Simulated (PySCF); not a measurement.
Excitation energy of Al⁺ by level of theory

Al⁺ [Ne] 3s2 (1S) → Al⁺ [Ne] 3p2 (3P), as a difference of total energies. All numbers are calculated (PySCF 2.14, no relativity, point nucleus, in def2-TZVPPD (6s5p4d1f, 48 functions)). Correlated levels: valence and next inner shell: 1s2 frozen. The calculations carry no spin-orbit coupling.

```tsv
method	excitation energy (eV)
UHF	10.687
MP2 (valence and next inner shell)	11.472
SCS-MP2 (valence and next inner shell)	11.689
CCSD (valence and next inner shell)	11.618
CCSD(T) (valence and next inner shell)	11.645
```

Problem. How much does correlation contribute at CCSD(T) (valence and next inner shell)?

Solution. 11.645 − (10.687) = 0.958 eV, measured against UHF.

Errors of the correlated levels include the incompleteness of this basis and the frozen core.

For comparison: 11.680 eV (measured; NIST levels, between the centres of gravity of the two terms).
